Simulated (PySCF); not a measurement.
## CuBr and its ions

r²SCAN; basis Cu def2-TZVPPD, Br def2-TZVPPD; no relativity; PySCF 2.14. Neutral (UKS): singlet (closed shell), Re = 2.183 Å, ωe = 313 cm⁻¹, De = 3.51 eV, HOMO -6.10 eV, LUMO -3.60 eV.

CuBr⁺ (UKS): doublet (π ↑), Re = 2.204 Å, ωe = 291 cm⁻¹, De = 2.02 eV to Cu⁺ (3d10) + Br. The energies at the minima are -4214.69032 hartree for CuBr and -4214.34004 for CuBr⁺.

(1) Work out the adiabatic ionisation energy, without and with harmonic zero-point energies (1 hartree = 27.2114 eV, 1 eV = 8065.5 cm⁻¹), and the change of the bond length.

CuBr⁻ (UKS): doublet (σ ↑), Re = 2.323 Å, ωe = 220 cm⁻¹, De = 1.50 eV to Cu (3d10 4s1) + Br⁻. The energies at the minima are -4214.69032 hartree for CuBr and -4214.74575 for CuBr⁻.

(2) Work out the adiabatic electron affinity, without and with harmonic zero-point energies (1 hartree = 27.2114 eV, 1 eV = 8065.5 cm⁻¹), and the change of the bond length.

Spin–orbit coupling is left out. For an ion De counts to the pair picked by the measured ionisation energies or electron affinities, which need not be the lowest pair at this level. The highest Kohn–Sham level is positive in this anion. Much of that is self-interaction error, but it also means that the finite basis helps to hold the extra electron. The state is the lowest single determinant that the PBE0 search found; with open d or f shells the true ground state can be another one.

Results:

(1) At r²SCAN: 0.35028 hartree = 9.532 eV between the minima; the zero-point term (291.0 − 313.0)/2 cm⁻¹ = -0.001 eV makes it 9.530 eV. Re changes by +2.1 pm against the neutral. Minus the HOMO energy is 6.10 eV, -3.43 eV from the value between the minima; self-interaction puts the Kohn–Sham level too high, less so with exact exchange. The electron leaves a π orbital; in so polar a molecule the change of length follows mostly from the change of the ionic charges.

(2) At r²SCAN: 0.05543 hartree = 1.508 eV between the minima; the zero-point term (313.0 − 220.0)/2 cm⁻¹ = +0.006 eV makes it 1.514 eV. Re changes by +14.0 pm against the neutral. The electron enters a σ orbital; in so polar a molecule the change of length follows mostly from the change of the ionic charges.
